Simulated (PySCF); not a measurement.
Ionisation energy of Sr by level of theory

Sr [Kr] 5s2 (1S) → Sr⁺ [Kr] 5s1 (2S), as a difference of total energies. All numbers are calculated (PySCF 2.14, scalar relativity by spin-free X2C-1e, in aug-cc-pVDZ-X2C (7s6p4d, 45 functions)). Correlated levels: valence: [Kr] frozen. The calculations carry no spin-orbit coupling.

```
           method  ionisation energy (eV)
              UHF                   4.752
             MN15                   6.024
             BP86                   5.860
    MP2 (valence)                   5.189
SCS-MP2 (valence)                   5.276
   CCSD (valence)                   5.437
```

Errors of the correlated levels include the incompleteness of this basis and the frozen core.

With two correlated electrons CCSD is exact in that space.

Q: Which method comes closest to the reference value, and which is furthest?

A: The reference is 5.695 eV (measured; NIST Atomic Spectra Database, ionization energies). Closest: BP86 (error 0.165 eV); furthest: UHF (error -0.943 eV).
